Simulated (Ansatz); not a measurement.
In3P3⁺, relaxed as a doublet with UKS PBE-D4/def2-SVP in Ansatz, starting from the GFN2-xTB geometry. Force threshold 0.02 eV/Å.

In the def2 sets In takes a core potential; there is no spin–orbit coupling. The structure comes from a short search, and lower isomers may exist.

Start:

```xyz
6

In    0.080   -2.966   -0.155
In   -0.128    1.673   -2.396
In    0.759    0.205    2.591
P    -0.413    1.550    0.451
P     0.924   -0.122   -0.358
P    -1.220   -0.339   -0.134
```

(1) Estimate the energy that the relaxation releases and the steps that it takes.

(2) Does the start keep its bonding?

(3) Predict the relaxed structure.

## Answers

(1) 0.11 eV, in 12 steps; 36 s on 4 threads of Arm Neoverse V1 on a shared host. The force fell under the threshold at step 10, but the optimiser went on. No frequencies were taken in this run, so the end may be a saddle point.

(2) By distances, no bond broke or formed. The bond that changes most is In1–P5, from 2.97 to 3.22 Å (atoms count from 1).

(3) 
```xyz
6

In    0.065   -2.995    0.410
In    0.018    2.035   -2.328
In    0.880    0.019    2.330
P    -0.564    1.441    0.485
P     0.882   -0.054   -0.600
P    -1.281   -0.445   -0.297
```
Bond lengths (bridged metal pairs left out): 5 × In–P 2.74 to 2.97 Å; 3 × P–P 2.16 to 2.35 Å.
